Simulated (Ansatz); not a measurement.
`CC[CH](O)[AlH2]` and `O[CH]([AlH2])[SiH3]` differ in one atom or group.

Ansatz, PBE0-D4/def2-TZVP geometries, multiplicity 1. Each molecule was computed in one conformer, which needn't be the lowest.

```csv
property,`CC[CH](O)[AlH2]`
HOMO energy (ωB97M-V/def2-TZVPP) / eV,-9.54
LUMO energy (PBE0/def2-TZVPP) / eV,-1.35
LUMO energy (PBE/def2-TZVPP) / eV,-2.13
HOMO–LUMO gap (B3LYP/def2-TZVPP) / eV,5.54
HOMO energy (PBE0/def2-TZVPP) / eV,-7.30
size of the dipole moment (ωB97M-V/def2-TZVPP) / D,1.90
```

Task: What does the change do to each property? (Estimate.)

Result: Computed: 
```json
{"property": "HOMO energy (ωB97M-V/def2-TZVPP) / eV", "`O[CH]([AlH2])[SiH3]`": "-9.78", "shift": "-0.24"}
{"property": "LUMO energy (PBE0/def2-TZVPP) / eV", "`O[CH]([AlH2])[SiH3]`": "-1.70", "shift": "-0.35"}
{"property": "LUMO energy (PBE/def2-TZVPP) / eV", "`O[CH]([AlH2])[SiH3]`": "-2.46", "shift": "-0.33"}
{"property": "HOMO–LUMO gap (B3LYP/def2-TZVPP) / eV", "`O[CH]([AlH2])[SiH3]`": "5.45", "shift": "-0.09"}
{"property": "HOMO energy (PBE0/def2-TZVPP) / eV", "`O[CH]([AlH2])[SiH3]`": "-7.57", "shift": "-0.27"}
{"property": "size of the dipole moment (ωB97M-V/def2-TZVPP) / D", "`O[CH]([AlH2])[SiH3]`": "1.56", "shift": "-0.34"}
```

With PBE0 the HOMO falls by 0.27 eV and the LUMO falls by 0.35 eV, so the gap narrows by about 0.08 eV. PBE moves the HOMO by -0.17 eV and ωB97M-V by -0.24 eV. Dipoles are sizes alone; their direction can turn.

B3LYP here is the variant with VWN-RPA as its local correlation; programs differ in this.
